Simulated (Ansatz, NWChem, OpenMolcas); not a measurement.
# A ladder of methods for KI (Potassium Iodide)

The species is KI (2 atoms), meant as a singlet with charge 0. As SMILES, `[K][I]`. Geometry: the measured bond length.

```xyz
2

K     0.0000    0.0000    0.0000
I     0.0000    0.0000    3.0478
```

Quantity: the electronic atomisation energy, in eV. The values are calculated. Electronic energies at fixed atoms, without zero-point motion or spin-orbit coupling.

| level | kind | program | value (eV) | CPU time (all runs) |
| --- | --- | --- | --- | --- |
| HF/def2-TZVPPD (core potential) | Hartree–Fock | Ansatz | 2.62 | 3.9 s |
| r2SCAN/def2-TZVPPD (core potential) | meta-GGA | Ansatz | 3.56 | 40 s |
| BHLYP/def2-TZVPPD (core potential) | global hybrid | OpenMolcas | 3.33 | 25 s |
| CAM-B3LYP/def2-TZVPPD (core potential) | range-separated hybrid | Ansatz | 3.40 | 18 s |
| wB97M-V/def2-TZVPPD (core potential) | range-separated hybrid | Ansatz | 3.52 | 2.6 min |
| B2PLYP/def2-TZVPPD (core potential) | double hybrid | NWChem | 3.40 | 40 s |
| RPA@PBE0/def2-TZVPPD (core potential) | RPA | Ansatz | 3.13 | 21 s |
| CCSD/def2-TZVPPD (core potential) | coupled cluster or CI | Ansatz | 3.30 | 13 s |

The values span 2.62 to 3.56 eV. In the correlated wave-function rows the outer d shell of I is correlated, in sets not made for it. CPU times are rough (shared hosts, several kinds of processor): they show what a rung costs within a factor of a few.
